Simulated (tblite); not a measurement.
Species: C₇H₁₆OSi.
Numbering: `[CH3:1]/[CH:2]=[C:3](\[CH2:4][OH:5])[C:6]([CH3:7])([CH3:8])[SiH3:9]` (hydrogens: H10, H11, H12 on C1; H13 on C2; H14, H15 on C4; H16 on O5; H17, H18, H19 on C7; H20, H21, H22 on C8; H23, H24, H25 on Si9)

Computed with GFN2-xTB (tblite), gas phase: L-BFGS steps from a force-field or distance-geometry start until the largest atomic force falls under 0.01 eV/Å.

At the end of the run (lengths in Å): C6–Si9 1.933, C3–C6 1.510, Si9–H25 1.456, C6–C7 1.530, C3–C4 1.507, C6–C8 1.535, C1–C2 1.497, C2–C3–C4 122.6°, C4–C3–C6 112.9°, C2–C3–C6 124.3°, C7–C6–Si9 108.1°, C1–C2–C3–C4 2°, C2–C3–C4–O5 107°, C2–C3–C6–C7 -11°, H14–C4–C3–C2 -137°, H16–O5–C4–C3 -62°.

**Question.** These geometries were met on the way; a selection of coordinates is given. Order them by energy above the end point, lowest first.
A. C6–Si9 1.932, C3–C6 1.508, Si9–H25 1.459, C6–C7 1.529, C3–C4 1.511, C6–C8 1.536, C1–C2 1.500, C2–C3–C4 119.8°, C4–C3–C6 115.8°, C2–C3–C6 124.3°, C7–C6–Si9 107.8°, C1–C2–C3–C4 2°, C2–C3–C4–O5 87°, C2–C3–C6–C7 -1°, H14–C4–C3–C2 -156°, H16–O5–C4–C3 -53°
B. C6–Si9 2.025, C3–C6 1.581, Si9–H25 1.492, C6–C7 1.559, C3–C4 1.514, C6–C8 1.546, C1–C2 1.516, C2–C3–C4 121.7°, C4–C3–C6 116.4°, C2–C3–C6 121.9°, C7–C6–Si9 105.9°, C1–C2–C3–C4 -1°, C2–C3–C4–O5 87°, C2–C3–C6–C7 -5°, H14–C4–C3–C2 -151°, H16–O5–C4–C3 -46°
C. C6–Si9 1.931, C3–C6 1.507, Si9–H25 1.456, C6–C7 1.531, C3–C4 1.509, C6–C8 1.535, C1–C2 1.496, C2–C3–C4 121.2°, C4–C3–C6 114.6°, C2–C3–C6 123.9°, C7–C6–Si9 108.2°, C1–C2–C3–C4 5°, C2–C3–C4–O5 87°, C2–C3–C6–C7 -1°, H14–C4–C3–C2 -157°, H16–O5–C4–C3 -59°
D. C6–Si9 1.972, C3–C6 1.528, Si9–H25 1.467, C6–C7 1.550, C3–C4 1.533, C6–C8 1.558, C1–C2 1.502, C2–C3–C4 118.0°, C4–C3–C6 117.0°, C2–C3–C6 124.9°, C7–C6–Si9 107.1°, C1–C2–C3–C4 0°, C2–C3–C4–O5 87°, C2–C3–C6–C7 -2°, H14–C4–C3–C2 -153°, H16–O5–C4–C3 -48°
E. C6–Si9 1.932, C3–C6 1.525, Si9–H25 1.453, C6–C7 1.533, C3–C4 1.513, C6–C8 1.532, C1–C2 1.507, C2–C3–C4 118.7°, C4–C3–C6 117.1°, C2–C3–C6 124.1°, C7–C6–Si9 107.2°, C1–C2–C3–C4 1°, C2–C3–C4–O5 87°, C2–C3–C6–C7 -1°, H14–C4–C3–C2 -156°, H16–O5–C4–C3 -50°

**Answer.** C (0.037 eV), A (0.062 eV), E (0.107 eV), D (0.184 eV), B (0.315 eV).

```
step  E above end (eV)  rms distance from the end, all atoms (Å)  largest force (eV/Å)  rms shift of all bonds from the end (Å)
  24             0.037                                     0.216                 0.071                                    0.002
  11             0.062                                     0.233                 0.166                                    0.002
   5             0.107                                     0.241                 0.260                                    0.005
   2             0.184                                     0.246                 0.594                                    0.014
   0             0.315                                     0.249                 1.560                                    0.027
```

Rows stand in the order of the answer.
